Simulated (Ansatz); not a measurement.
`N[SiH2][GaH2]`, relaxed with RKS PBE0-D4/def2-TZVP in Ansatz from a GFN2-xTB geometry. The force threshold is 0.005 eV/Å; the program also tests the step.

The species carries charge 0 and has multiplicity 1.

Start:

```xyz
9

N     0.227    0.166   -1.576
Si    0.661    0.571    0.054
Ga   -0.980   -0.598    1.378
H     0.044   -0.802   -1.793
H     0.728    0.592   -2.341
H     0.570    2.043    0.087
H     2.067    0.236    0.417
H    -1.093   -2.216    1.553
H    -2.223    0.007    2.221
```

```tsv
step	energy (eV)	largest force (eV/Å)	largest move (Å)
1	-61832.3419	0.894	0.000
2	-61832.4250	0.308	0.192
3	-61832.4478	0.076	0.062
4	-61832.4500	0.035	0.032
5	-61832.4549	0.156	0.200
6	-61832.4709	0.096	0.200
7	-61832.4724	0.305	0.195
8 (rejected)	-61832.4705	0.162	0.148
9	-61832.4799	0.075	0.072
10	-61832.4813	0.056	0.100
11	-61832.4837	0.084	0.046
12	-61832.4850	0.059	0.073
13	-61832.4853	0.059	0.036
14	-61832.4856	0.007	0.018
15	-61832.4856	0.015	0.008
16	-61832.4857	0.006	0.020
17	-61832.4857	0.007	0.013
18	-61832.4857	0.002	0.003
```

End:

```xyz
9

N     0.386    0.012   -1.619
Si    0.497    0.611   -0.002
Ga   -1.036   -0.607    1.404
H     0.281   -0.978   -1.772
H     0.931    0.431   -2.356
H     0.173    2.066   -0.033
H     1.865    0.533    0.613
H    -1.629   -1.996    0.947
H    -1.470   -0.071    2.819
```

It took 54 s on 2 threads of an Arm Neoverse V2 on a shared host, with 0.35 GiB of host memory at the peak.
